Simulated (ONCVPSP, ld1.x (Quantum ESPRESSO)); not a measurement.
Potentials for F (Z = 9) compared

Generated with ld1.x 7.5 (TM, RRKJ, ultrasoft, PAW), atompaw 4.2 or ONCVPSP 4.0.1. The cutoff is in Ry: for ld1.x and atompaw files where the sum of valence levels is converged to 10 mRy in a Bessel basis, for ONCV files where the hardest occupied wave has 1 mHa per electron of residual kinetic energy. The error is the largest all-electron minus pseudo excitation energy over each file’s own four to seven test configurations (ionisations up to +4, promotions, holes and added fractions of an electron), all of which were solved. The labels leave out finer settings (local radius, basis sizes, second energies), which also bear on the numbers. Spin-polarised tests are not counted. The rows are a selection from randomly drawn settings: files with unsolved tests, undetermined cutoffs or missed reference levels are left out.

| potential | cutoff (Ry) | largest error (meV) | bound ghosts |
| --- | --- | --- | --- |
| TM, PBE, scalar-relativistic, rc 0.60/1.15 (sp), local smoothed, core correction no, reference 2s2 2p5 | 180 | +914 | none |
| TM, PBE, non-relativistic, rc 0.75/0.90 (sp), local smoothed, core correction no, reference 2s2 2p5 | 160 | +473 | none |
| ONCV, LDA (Perdew-Wang 92), scalar-relativistic, rc 0.70/1.45/1.25 (spd), local smoothed, core correction no, reference 2s2 2p5, qcut 11.4/8.9/8.1, projectors 1/2/1 | 107 | +3320 | none |
| TM, LDA (PZ), scalar-relativistic, rc 0.55/1.60 (sp), local smoothed, core correction no, reference 2s2 2p2 | 230 | +2047 | none |
| ONCV, PBEsol, non-relativistic, rc 0.55/1.15 (sp), local smoothed, core correction yes, reference 2s2 2p3, qcut 9.1/14.3, projectors 2/2 | 199 | +67 | none |
| PAW, PBE, scalar-relativistic, rc 0.75/1.55 (sp), local smoothed, core correction yes, reference 2s2 2p5 | 50 | -117 | none |

Fill in the row for F: PAW, Wu–Cohen, non-relativistic, rc 0.65/1.30 (sp), local smoothed, core correction yes, reference 2s2 2p5.

cutoff 80 Ry, largest error -28 meV, bound ghosts: none.

Fill in the row for F: ONCV, LDA (Perdew-Zunger), scalar-relativistic, rc 0.80/1.20 (sp), local s, core correction yes, reference 2s2 2p5, qcut 6.7/9.7, projectors 0/2.

cutoff 455 Ry, largest error +1981 meV, bound ghosts: none.

Fill in the row for F: TM, PBE, scalar-relativistic, rc 0.55/1.45 (sp), local p, core correction yes, reference 2s2 2p4.

cutoff 230 Ry, largest error +1853 meV, bound ghosts: none.
